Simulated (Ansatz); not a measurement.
Cost and result up the ladder for Ge₁₀H₁₆, a cluster cut from cubic germanium (26 atoms). The state is a singlet with charge 0. Geometry: PBE-D4/def2-SVP.

```xyz
26

Ge    1.897   -1.408   -1.545
Ge    2.071    1.566    1.110
Ge   -0.303    1.882   -2.085
Ge   -2.070   -1.566   -1.112
Ge   -1.898    1.406    1.545
Ge    0.304   -1.878    2.085
Ge    1.836    1.022   -1.264
Ge    0.065   -2.432   -0.287
Ge    0.239    0.550    2.375
Ge   -2.140    0.864   -0.829
H     3.260   -1.963   -1.037
H     1.769   -1.770   -3.054
H     3.436    1.035    1.640
H     2.054    3.111    1.303
H    -0.456    1.560   -3.601
H    -0.347    3.430   -1.921
H    -2.242   -1.929   -2.616
H    -3.245   -2.222   -0.327
H    -1.966    2.948    1.746
H    -3.068    0.770    2.352
H     1.652   -2.440    2.624
H    -0.847   -2.538    2.900
H     3.005    1.671   -2.068
H     0.107   -3.982   -0.469
H     0.390    0.901    3.889
H    -3.503    1.414   -1.355
```

Ansatz on 2 threads of AMD EPYC 7R13 on a shared host and a share (18 GiB) of an NVIDIA H100 80GB HBM3. Times are rough, and most runs start from the orbitals of an earlier one. r2SCAN0-D4/def2-TZVP serves as the yardstick here, not as an exact answer. Differences are given only for rows in sets of like size (and for xTB, whose basis is part of the method), since another set adds its own error. Binding counts from free atoms at the same level (Ge triplet, H doublet; other spins of the atoms weren't run), without zero-point energy or a counterpoise term.

Correlated methods freeze 90 core orbitals; core or outer-core shells of Ge are correlated, in sets that lack core-valence functions. The rows differ in basis, and correlated rows in double-zeta sets carry the largest basis error. Single mean-field runs in def2-TZVP are fitted with def2-universal-jkfit.

Correlated methods converge slowly with the basis, most of all in double-zeta sets.

```
                          level  functions  binding energy per atom (eV)  difference from r2SCAN0-D4/def2-TZVP (eV)
              BLYP-D4/def2-TZVP        576                          2.77                                      -0.08
               PBE0-D4/def2-SVP        400                          2.84                                          –
PBE0-D4/def2-TZVP (with forces)        576                          2.84                                      -0.02
            r2SCAN-D4/def2-TZVP        576                          2.88                                       0.02
 PBE-D4/def2-TZVP (with forces)        576                          2.83                                      -0.02
                   MP2/def2-SVP        400                          2.65                                          –
                PBE-D4/def2-SVP        400                          2.83                                          –
           r2SCAN0-D4/def2-TZVP        576                          2.86                                       0.00
```

**Question.** Estimate how long each takes.

**Answer.** PBE-D4/def2-TZVP (with forces) 11 s; PBE0-D4/def2-SVP 12 s; PBE0-D4/def2-TZVP (with forces) 13 s; PBE-D4/def2-SVP 13 s; BLYP-D4/def2-TZVP 14 s; r2SCAN-D4/def2-TZVP 15 s; r2SCAN0-D4/def2-TZVP 15 s; MP2/def2-SVP 15 s. On shared hardware such times vary by a factor of up to 3.
